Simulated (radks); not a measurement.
Results of a calculation; reference values are marked as such.
Excited configurations of Sn: one electron is placed in a higher orbital outside [Kr] 4d10 5s2 5p1. The ground configuration is [Kr] 4d10 5s2 5p2. Level of theory: Dirac Kohn-Sham, PBE, spin-unpolarised, spherical densities, point nucleus; open shells fill j = l - 1/2 first (a radial shooting solver on a logarithmic mesh with Libxc functionals). Excitation = E - E(ground); binding = E(ion) - E, where the ion is the core of charge +1; n* = 1/sqrt(2 binding) in atomic units, and the quantum defect is n - n*.

outer orbital,excitation (eV),binding (eV),n*,eigenvalue (eV)
5d3/2,5.297,1.798,2.751,-0.685
5f5/2,6.459,0.636,4.625,-0.366
6s1/2,4.074,3.021,2.122,-1.719
6d3/2,5.958,1.137,3.459,-0.619
7s1/2,5.577,1.518,2.993,-0.926
7d3/2,6.357,0.738,4.294,-0.451

The Delta-SCF ionisation energy is 7.095 eV (NIST Atomic Spectra Database: 7.344 eV, measured). Self-interaction in the functional shifts the binding energies and quantum defects, so they are the method's values and not measured ones. Spin polarisation and multiplet splitting are left out, so open shells lie too high by an amount that depends on their filling.

Beside tabulated values, note that spin-unpolarised runs miss the spin-polarisation part of the exchange energy of open shells.
